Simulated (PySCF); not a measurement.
Gas-phase equilibrium of 1 mol NaCl, 0.41 mol H₂O at 2500 K and 1.00 bar, among 21 species (ClO, O₂, HCl, O, HO₂, H₂O, H, HOCl, Na, H₂O₂, O₃, Na₂, H₂, Na₂(OH)₂, NaCl, NaOH, Cl, Cl₂, Na₂O, Na₂Cl₂, OH). Only gases are allowed; each row takes one source of thermochemistry for all species, and Cantera finds the minimum.

Energies from PySCF, thermal terms from the rigid-rotor harmonic-oscillator model, ideal gas at 1 bar. Table values come from the NASA 1993 polynomials. After a fit of one offset per element over all species, the range-separated, M06-2X, PBE0/def2-QZVP and CCSD(T)/def2-TZVPP enthalpies, where run, lie to one side of the table for NaOH (+16 kJ/mol): a fault of the table's entry, another state or a shared error of the levels is possible; this was not checked at source. S°(298 K) at PBE0/def2-TZVP differs from the NASA 1993 table for NaOH (+8 J/mol/K); whether the harmonic model or the table's entry is off was not settled. † marks an energy on the PBE0/def2-TZVP geometry and frequencies; other levels use their own. Open shells (unrestricted) among the columns below: O₂ (multiplicity 3), H (multiplicity 2), Na (multiplicity 2), Cl (multiplicity 2, electronic degeneracy 6), OH (multiplicity 2, electronic degeneracy 4); the rest are closed-shell singlets. Spin-orbit splitting is ignored; it lowers the true energy and changes the entropy of Cl, OH. The harmonic model lacks anharmonicity and excited electronic states, which grow with temperature; levels with a mode under 35 cm⁻¹ are left out. The table's entry may be an old estimate for NaOH, OH (not checked at source).

Molecules larger than those listed are left out. Table species left out: NaH, NaO.

Mole fractions:

```csv
thermochemistry,x NaCl,x H₂O,x HCl,x Na,x H₂,x O₂,x NaOH,x OH,x Cl,x H
table,0.64,0.23,0.039,0.031,0.014,0.010,0.014,0.010,0.0059,0.0029
M06-2X/def2-TZVP†,0.62,0.22,0.043,0.032,0.023,0.015,0.018,0.013,0.0068,0.0046
PBE/def2-TZVP†,0.56,0.18,0.079,0.074,0.032,0.033,0.012,0.0068,0.0066,0.0078
PBE0/def2-TZVP,0.58,0.20,0.067,0.067,0.023,0.023,0.0095,0.015,0.0086,0.0069
r2SCAN/def2-TZVP†,0.60,0.19,0.056,0.048,0.038,0.026,0.014,0.015,0.0060,0.0063
LDA/def2-TZVP†,0.60,0.22,0.070,0.052,0.011,0.018,0.020,0.00091,0.0015,0.0019
ωB97X-V/def2-TZVP†,0.60,0.20,0.053,0.043,0.031,0.022,0.016,0.013,0.0064,0.0057
```
The most sensitive of these is OH: it spans a factor of 10^1.2 over these rows; at this temperature one factor of ten is RT ln 10 = 48 kJ/mol.
